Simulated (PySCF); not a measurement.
Cartesian coordinates in Å; atom numbers follow the order of the lines, from 1:
```xyz
18

C     2.798   -1.235    0.182
C     2.998    0.147    0.493
C     1.791    0.778    0.335
N     0.854   -0.158   -0.061
B    -0.535    0.100   -0.322
O    -1.094    1.338   -0.208
C    -2.472    1.216   -0.516
C    -2.677   -0.274   -0.877
O    -1.405   -0.876   -0.705
C     1.478   -1.388   -0.152
H     3.547   -2.024    0.204
H     3.930    0.620    0.798
H     1.504    1.818    0.470
H    -3.070    1.522    0.357
H    -2.722    1.889   -1.351
H    -3.008   -0.412   -1.919
H    -3.409   -0.770   -0.220
H     0.912   -2.268   -0.451
```

Geometry: PBE0-D3(BJ)/def2-SVP; GIAO shifts from PySCF 2.14, gas phase, non-relativistic, averaged over equivalent atoms.

At CAM-B3LYP/pcSseg-1 (210 basis functions, 46 s wall time on 1 thread of an Arm Neoverse V1, shared host):
```json
{"atoms": "C3/C10", "δ (ppm)": "130.9"}
{"atoms": "C1/C2", "δ (ppm)": "121.1"}
{"atoms": "C7/C8", "δ (ppm)": "68.8"}
{"atoms": "N4", "δ (ppm)": "188.9"}
{"atoms": "B5", "δ (ppm)": "25.1"}
{"atoms": "O6/O9", "δ (ppm)": "98.5"}
{"atoms": "H13/H18", "δ (ppm)": "7.06"}
{"atoms": "H11/H12", "δ (ppm)": "6.39"}
{"atoms": "H14/H15/H16/H17", "δ (ppm)": "4.34"}
```

δ = σ(ref) − σ, references computed at the same level: 13C (σ = 182.45 ppm), 1H (σ = 31.33 ppm) vs TMS; 15N (σ = 267.29 ppm) vs NH3; BF3·OEt2 for 11B (σ = 99.35 ppm); 17O (σ = 338.55 ppm) against H2O.

Estimate the result of repeating the calculation with PBE0/pcSseg-1.

Answers


| atoms | δ at PBE0/pcSseg-1 | change |
| --- | --- | --- |
| C3/C10 | 127.0 | -3.9 |
| C1/C2 | 118.2 | -2.9 |
| C7/C8 | 68.3 | -0.5 |
| N4 | 185.7 | -3.2 |
| B5 | 23.9 | -1.2 |
| O6/O9 | 99.6 | +1.1 |
| H13/H18 | 7.08 | +0.02 |
| H11/H12 | 6.42 | +0.03 |
| H14/H15/H16/H17 | 4.33 | -0.01 |

Referencing at the same level of theory: TMS for 13C (σ = 184.41 ppm) and 1H (σ = 31.27 ppm); 15N (σ = 265.67 ppm) vs NH3; 11B (σ = 100.73 ppm) against BF3·OEt2; H2O for 17O (σ = 334.56 ppm).

The largest change is at C3/C10 (aromatic CH next to a ring nitrogen). Cost: 210 basis functions, 41 s wall time on 1 thread of an Arm Neoverse V1, shared host. The order of the carbon signals is the same at both levels.

Experimental scales use liquid or dissolved standards, which lie at an offset from isolated NH3 (liquid NH3: subtract about 20 ppm) and H2O (liquid H2O: subtract about 36 ppm). Unscaled 15N shifts of sp2 nitrogen come out 20 to 40 ppm too high even then.
